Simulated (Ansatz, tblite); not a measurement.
Isomers of In₃As₃⁺ (doublet), found by a short tight-binding search and relaxed with PBE-D4/def2-SVP in Ansatz.

In the def2 sets In takes a core potential; there is no spin–orbit coupling. The xTB rows come from tblite.

Other spin states were run for one of them alone.

A:

```
atom   x (Å)   y (Å)   z (Å)
 In1   1.670  -2.068   2.111
 In2   0.810   0.188  -2.485
 In3  -2.603   0.197   0.224
 As4   0.722   0.841   0.907
 As5  -0.072  -1.214  -0.086
 As6  -0.527   2.055  -0.670
```

B:

```xyz
6

In    0.5474    1.9732    1.7834
In    1.7305   -1.0481    1.6143
In   -1.1608   -1.6261   -2.3752
As   -1.0161   -0.7821    0.5048
As    0.9196    0.0659   -1.0223
As   -1.0207    1.4172   -0.5049
```

Estimate their order by electronic energy at PBE0-D4/def2-TZVP, counted from the lowest.

B (0.00) < A (0.48), in eV.

Do the other levels pick the same lowest one?

All that were run do. Energies above each level's lowest (eV):

```json
{"level": "GFN1-xTB", "A": "0.49", "B": "0.00"}
{"level": "GFN2-xTB", "A": "0.33", "B": "0.00"}
{"level": "PBE-D4/def2-TZVP", "A": "0.42", "B": "0.00"}
{"level": "r2SCAN-D4/def2-TZVP", "A": "0.44", "B": "0.00"}
{"level": "PBE0-D4/def2-TZVP", "A": "0.48", "B": "0.00"}
```
Point groups (tolerance 0.1 Å): A Cs, B Cs. Lower isomers may exist.
